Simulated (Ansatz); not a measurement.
Compare A (`C=C[SiH](F)Cl`) with its isomer B (`F[C@H]1C[Si@@H]1Cl`).

Program: Ansatz. Geometries: PBE0-D4/def2-TZVP. ΔE: electronic, gas phase. CCSD(T)/CBS adds triple-zeta CCSD(T) − MP2 to the extrapolated MP2 energy (def2 sets, frozen cores). DFT in def2-TZVPP. B3LYP here is the variant with VWN-RPA as its local correlation; programs differ in this. One conformer a species, not always the lowest.

Q: Which isomer does CCSD(T)/CBS put lower? Give the gap. (An estimate is asked.)

A: The calculation gave: A, by 296.2 kJ/mol.

Q: Give E(B) − E(A) in kJ/mol with r2SCAN-D4, HF/def2-TZVPP, B2PLYP, B3LYP-D4, ωB97M-V, PBE0-D4, CCSD/def2-TZVPP. (Best estimate.)

A: Computed: r2SCAN-D4 273.1, HF/def2-TZVPP 325.1, B2PLYP 294.2, B3LYP-D4 289.3, ωB97M-V 280.6, PBE0-D4 262.2, CCSD/def2-TZVPP 297.0. None reverses the order clearly.

Largest T1 diagnostic: 0.011.

In def2-TZVPP, CCSD(T) changes the Hartree–Fock value by −31.3 kJ/mol (the triples alone add −3.2 kJ/mol) and MP2 by −29.1 kJ/mol. From PBE to PBE0 (25 % exact exchange), in def2-TZVPP and without D4, E(B) − E(A) moves by +7.9 kJ/mol.
